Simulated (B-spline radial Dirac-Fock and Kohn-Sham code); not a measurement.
Li: input and output of one calculation

ΔSCF core binding energies without Breit or QED terms, calculated with a radial finite-basis atomic code. Keys: rel is the Hamiltonian (dirac, or spin-free x2c and nr, where L3 and M5 stand for the whole 2p and 3d shells), method is hf or an exchange,correlation pair (spin-unpolarised, also for the hole states), nuc the nuclear model, radius_factor scales its radius, rmax is the box in bohr, h the logarithmic mesh step, order the B-spline order, points the quadrature points per cell, c_factor scales the speed of light, and damp, ndamp, maxit and tol steer the iteration. The run stops when the commutator error falls below 10·tol·max(1, Z/10), or the numerical noise floor, and the energy has settled to about 1e-8 Ha; the virial ratio is −V/T.

Input (task.json):

```json
{"items": [{"Z": 3, "q": 0, "cfg": [[1, 0, 2], [2, 0, 1]], "A": 7, "rrms": 2.444, "do": "settings", "holes": ["K", "L3", "M5"],
  "settings": [{"rel": "dirac", "method": "hf", "nuc": "fermi", "radius_factor": 1.0, "rmax": 30.0, "h": 0.3, "order": 8, "points": 10, "c_factor": 1.0, "maxit": 60, "damp": 0.5, "ndamp": 3, "tol": 1e-08}]}]}
```

Command: `python xray2_run.py task.json out`

Ground-state iterations:

```
iter   energy (Ha)        error
   1       -7.29884237  1.15e-01
   2       -7.43319473  7.55e-03
   3       -7.43344818  3.83e-03
   4       -7.43351118  1.96e-03
   5       -7.43353303  1.19e-04
   6       -7.43353309  5.16e-06
   7       -7.43353309  4.99e-08
```

The ground state converged in 7 iterations, with total energy -7.43353 Ha, virial ratio 1.99978 and highest orbital energy -5.34 eV. Holes are computed only in closed shells, and unreliable hole states are left out.
